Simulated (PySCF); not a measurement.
SMILES C[SiH](C)C#C[Si](Cl)(Cl)Cl, GFN2-xTB optimised geometry.

```
16

Si    -2.36    -0.27     0.00
Cl    -3.03    -1.23    -1.65
Cl    -3.03    -1.23     1.65
Cl    -3.02     1.64     0.00
C     -0.51    -0.27     0.00
C      0.70    -0.27     0.00
Si     2.56    -0.24     0.00
C      3.11     0.72    -1.55
C      3.11     0.64     1.59
H      3.02    -1.64    -0.04
H      4.19     0.78    -1.62
H      2.72     1.74    -1.54
H      2.75     0.25    -2.45
H      2.73     1.65     1.64
H      4.20     0.70     1.65
H      2.76     0.11     2.47
```

Density from PySCF 2.14.0 with PBE0/def2-TZVP at that geometry.

Minimum of the electron density along straight lines between bonded atoms, close to the bond critical point (lines longer than 1.1 times the sum of covalent radii, or with two minima, are not listed):

```json
[
 {"bond": "Si1–Cl2", "length / Å": "2.022", "ρ at the minimum / e bohr⁻³": "0.107", "∇²ρ there / e bohr⁻⁵": "0.25", "position (fraction from the first atom)": "0.36"},
 {"bond": "Si1–Cl3", "length / Å": "2.022", "ρ at the minimum / e bohr⁻³": "0.107", "∇²ρ there / e bohr⁻⁵": "0.25", "position (fraction from the first atom)": "0.36"},
 {"bond": "Si1–Cl4", "length / Å": "2.022", "ρ at the minimum / e bohr⁻³": "0.107", "∇²ρ there / e bohr⁻⁵": "0.25", "position (fraction from the first atom)": "0.36"},
 {"bond": "Si1–C5", "length / Å": "1.845", "ρ at the minimum / e bohr⁻³": "0.122", "∇²ρ there / e bohr⁻⁵": "0.26", "position (fraction from the first atom)": "0.39"},
 {"bond": "C5–C6", "length / Å": "1.210", "ρ at the minimum / e bohr⁻³": "…", "∇²ρ there / e bohr⁻⁵": "…", "position (fraction from the first atom)": "0.50"},
 {"bond": "C6–Si7", "length / Å": "1.866", "ρ at the minimum / e bohr⁻³": "0.111", "∇²ρ there / e bohr⁻⁵": "0.29", "position (fraction from the first atom)": "0.61"},
 {"bond": "Si7–C8", "length / Å": "1.901", "ρ at the minimum / e bohr⁻³": "0.118", "∇²ρ there / e bohr⁻⁵": "0.15", "position (fraction from the first atom)": "0.39"},
 {"bond": "Si7–C9", "length / Å": "1.901", "ρ at the minimum / e bohr⁻³": "0.118", "∇²ρ there / e bohr⁻⁵": "0.15", "position (fraction from the first atom)": "0.39"},
 {"bond": "Si7–H10", "length / Å": "1.471", "ρ at the minimum / e bohr⁻³": "0.125", "∇²ρ there / e bohr⁻⁵": "…", "position (fraction from the first atom)": "0.49"},
 {"bond": "C8–H11", "length / Å": "1.086", "ρ at the minimum / e bohr⁻³": "0.274", "∇²ρ there / e bohr⁻⁵": "-0.92", "position (fraction from the first atom)": "0.64"},
 {"bond": "C8–H12", "length / Å": "1.087", "ρ at the minimum / e bohr⁻³": "0.275", "∇²ρ there / e bohr⁻⁵": "-0.92", "position (fraction from the first atom)": "0.64"},
 {"bond": "C8–H13", "length / Å": "1.086", "ρ at the minimum / e bohr⁻³": "0.275", "∇²ρ there / e bohr⁻⁵": "-0.92", "position (fraction from the first atom)": "0.64"},
 {"bond": "C9–H14", "length / Å": "1.087", "ρ at the minimum / e bohr⁻³": "0.275", "∇²ρ there / e bohr⁻⁵": "-0.92", "position (fraction from the first atom)": "0.64"},
 {"bond": "C9–H15", "length / Å": "1.086", "ρ at the minimum / e bohr⁻³": "0.274", "∇²ρ there / e bohr⁻⁵": "-0.92", "position (fraction from the first atom)": "0.64"},
 {"bond": "C9–H16", "length / Å": "1.086", "ρ at the minimum / e bohr⁻³": "0.275", "∇²ρ there / e bohr⁻⁵": "-0.92", "position (fraction from the first atom)": "0.64"}
]
```

What belongs in the gaps?


- C5–C6, ρ at the minimum / e bohr⁻³: 0.424
- C5–C6, ∇²ρ there / e bohr⁻⁵: -1.34
- Si7–H10, ∇²ρ there / e bohr⁻⁵: 0.17
